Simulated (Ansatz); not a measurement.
The cluster In4Sn. Total charge 0; singlet. Geometry r2SCAN-D4/def2-SVP, basis def2-TZVP, Ansatz.

```xyz
5

In   -0.4004    0.0432   -2.8338
In    2.7917    0.2115    0.5942
In   -1.3869    2.2077    1.1808
In   -1.0044   -2.4624    1.0589
Sn    0.0001   -0.0001   -0.0002
```

```json
{"run": "A", "HOMO (eV)": "-6.36", "LUMO (eV)": "-0.39"}
{"run": "B", "HOMO (eV)": "-4.60", "LUMO (eV)": "-2.09"}
{"run": "C", "HOMO (eV)": "-4.19", "LUMO (eV)": "-2.58"}
{"run": "D", "HOMO (eV)": "-4.45", "LUMO (eV)": "-2.24"}
{"run": "E", "HOMO (eV)": "-4.03", "LUMO (eV)": "-2.66"}
```

In the def2 sets In, Sn take a core potential; there is no spin–orbit coupling. LC-ωPBE has ω = 0.4 bohr⁻¹. B3LYP takes the VWN-RPA correlation. Another isomer (singlet) lies 0.18 eV lower at PBE0-D4/def2-TZVP; other spin states weren't run for this one.

Q: The runs used B3LYP, LC-ωPBE, PBE, PBE0, r2SCAN. Estimate which is which.

A: A LC-ωPBE (range-separated); B PBE0 (25 % exact exchange); C r2SCAN (0 % exact exchange); D B3LYP (20 % exact exchange); E PBE (0 % exact exchange). Exact exchange lowers occupied and raises empty levels; among semilocal functionals meta-GGAs tend to open the gap a little, and such runs are hard to tell apart. The gap grows from 1.37 eV (PBE) to 5.97 eV (LC-ωPBE).
